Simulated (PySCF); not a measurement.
## [Ce(H2O)7]4+ at several levels of theory

Computed with PySCF 2.14.0 (density fitting, no spin-orbit coupling) at the geometry relaxed with B3LYP:

```xyz
22
[Ce(H2O)7]4+ (singlet)
Ce    0.0000    0.0000    0.0000
O    -0.0020    0.0000    2.3674
H     0.7687    0.0000    2.9922
H    -0.7740    0.0000    2.9906
O    -0.0020    0.0000   -2.3674
H     0.7687    0.0000   -2.9922
H    -0.7740    0.0000   -2.9906
O     2.4222    0.0000    0.0000
H     3.0415    0.0000    0.7681
H     3.0415    0.0000   -0.7681
O     0.7430    2.2920    0.0000
H     0.9192    2.8784    0.7734
H     0.9192    2.8784   -0.7734
O    -1.9537    1.4235    0.0000
H    -2.4365    1.8068    0.7703
H    -2.4365    1.8068   -0.7703
O    -1.9537   -1.4235    0.0000
H    -2.4365   -1.8068    0.7703
H    -2.4365   -1.8068   -0.7703
O     0.7430   -2.2920    0.0000
H     0.9192   -2.8784    0.7734
H     0.9192   -2.8784   -0.7734
```

| level | basis | state | HOMO (eV) | gap (eV) | charge on Ce1 (e) | population of f-type functions on Ce1 (polarisation alone where 4f lies in the core) | dipole about the centre of mass (D) | largest force component (eV/Å) |
| --- | --- | --- | --- | --- | --- | --- | --- | --- |
| B3LYP | Ce lcecp-2-SVP with ECP46, O def2-SVP, H def2-SVP | singlet | – | – | 1.74 | 0.12 | 0.02 | 0.00 |
| HF | the same | singlet | – | – | 2.50 | 0.10 | 0.02 | 1.42 |
| PBE | the same | singlet | – | – | 1.53 | 0.13 | 0.02 | 0.40 |
| wB97X | the same | singlet | – | – | 1.80 | 0.13 | 0.02 | 0.14 |

In the lcecp rows the 4f levels are missing from HOMO and gap, and the state counts the valence alone.

Charges are Mulliken's, which hang on the basis. The relaxation used the grid (50, 194), these runs (75, 302) or, all-electron (x2c bases, spin-free X2C Hamiltonian), (99, 590).

Problem. What does BP86 with Ce lcecp-2-SVP with ECP46, O def2-SVP, H def2-SVP give here?

Solution. state singlet, charge on Ce1 (e) 1.55, population of f-type functions on Ce1 (polarisation alone where 4f lies in the core) 0.13, dipole about the centre of mass (D) 0.02, largest force component (eV/Å) 0.46. Time: 55 s on 4 threads of Intel(R) Xeon(R) Platinum 8259CL CPU @ 2.50GHz (Skylake/Cascade Lake) (shared host), from an already converged density.

No frequency check is given that shows the relaxed geometry to be a minimum.
